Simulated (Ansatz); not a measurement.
Consider the ligand exchange at the Si–C bond: `C[SiH2]O[SiH2]Cl` + H–F → `F[SiH2]O[SiH2]Cl` + CH₄.

Computed with Ansatz on PBE0-D4/def2-TZVP structures; ΔE is electronic, products minus reactants. CCSD(T)/CBS is the MP2 limit (def2-TZVPP, def2-QZVPP) plus CCSD(T) − MP2 in def2-TZVPP, frozen cores. This one scheme is used for every species. Functionals use def2-TZVPP. B3LYP here is the variant with VWN-RPA as its local correlation; programs differ in this. HSE06 is defined as in plane-wave codes. One conformer a species, not always the lowest.

`C[SiH2]O[SiH2]Cl`:

Cartesian coordinates in Å:
```
C 1.036 -0.648 -1.486
Si 1.043 0.571 -0.086
O -0.037 0.121 1.078
Si -1.599 0.086 1.490
Cl -2.743 -0.542 -0.101
H 0.052 -0.690 -1.959
H 1.769 -0.357 -2.244
H 1.290 -1.650 -1.133
H 0.683 1.931 -0.571
H 2.372 0.627 0.572
H -1.785 -0.886 2.586
H -2.080 1.437 1.854
```

H–F:

Cartesian coordinates in Å:
```
F -0.064 0.448 -0.084
H 0.064 -0.448 0.084
```

`F[SiH2]O[SiH2]Cl`:

```xyz
9

F    -1.816   -1.601    0.147
Si   -1.329   -0.235    0.807
O    -0.239    0.469   -0.171
Si    1.220    0.411   -0.885
Cl    2.523   -0.665    0.274
H    -0.717   -0.562    2.111
H    -2.496    0.662    0.910
H     1.115   -0.267   -2.193
H     1.740    1.787   -1.001
```

CH₄:

```xyz
5

C     0.000    0.000    0.000
H    -0.668    0.454   -0.732
H    -0.302    0.301    1.003
H     1.021    0.331   -0.186
H    -0.052   -1.085   -0.085
```

```tsv
level	ΔE (kJ/mol)	difference from CCSD(T)/CBS
LDA (SPW92)	-139.8	9.5
PBE-D4	-140.2	9.1
revPBE-D4	-136.5	12.8
r2SCAN-D4	-154.4	-5.1
B97M-V	-158.3	-9.0
PBE0-D4	-141.8	7.5
B3LYP-D4	-154.4	-5.1
r2SCANh-D4	-153.6	-4.3
BHLYP-D4	-159.9	-10.6
ωB97X-V	-152.2	-2.9
ωB97M-V	-151.7	-2.4
B2PLYP	-159.8	-10.5
PBE-QIDH	-148.6	0.7
PBE	-145.2	4.1
revPBE	-146.7	2.6
BLYP	-162.6	-13.3
r2SCAN	-155.9	-6.6
PBE0	-146.3	3.0
B3LYP	-162.2	-12.9
r2SCANh	-155.3	-6.0
r2SCAN0	-154.6	-5.3
HSE06	-145.9	3.4
BHLYP	-166.3	-17.0
CAM-B3LYP	-163.5	-14.2
LC-ωPBE	-149.7	-0.4
RPA@PBE/def2-TZVPP	-150.6	-1.3
HF/def2-SVP	-162.3	-13.0
MP2/def2-SVP	-150.5	-1.2
CCSD/def2-SVP	-151.2	-1.9
CCSD(T)/def2-SVP	-149.5	-0.2
HF/def2-TZVPP	-174.7	-25.4
SCS-MP2/def2-TZVPP	-156.4	-7.1
CCSD/def2-TZVPP	-153.4	-4.1
CCSD(T)/def2-TZVPP	-150.5	-1.2
HF/def2-QZVPP	-176.7	-27.4
MP2/def2-QZVPP	-150.5	-1.2
SCS-MP2/def2-QZVPP	-156.3	-7.0
HF/CBS(def2)	-177.0	-27.7
MP2/CBS(def2)	-149.3	0.0
CCSD/CBS(def2)	-152.2	-2.9
CCSD(T)/CBS	-149.3	0
```

What do rigid-rotor, harmonic-oscillator terms from PBE0-D4/def2-TZVP frequencies (298.15 K, 1 bar) make of the CCSD(T)/CBS value? (Estimate.)

The calculation gave: ΔZPE = +4.9 kJ/mol, ΔH = -145.9 kJ/mol, ΔS = -6 J/(mol·K), ΔG = -144.2 kJ/mol. Modes under 50 cm⁻¹ make the entropy rough.

Largest T1 diagnostic among the species: 0.011.

From BLYP to BHLYP (50 % exact exchange), in def2-TZVPP and without D4, ΔE moves by −3.6 kJ/mol. The D4 term adds +7.7 kJ/mol with B3LYP and +4.5 kJ/mol with PBE0; it sums over pairs of atoms, weighted by their polarisabilities, and B3LYP, whose exchange is more repulsive, gets the larger term.
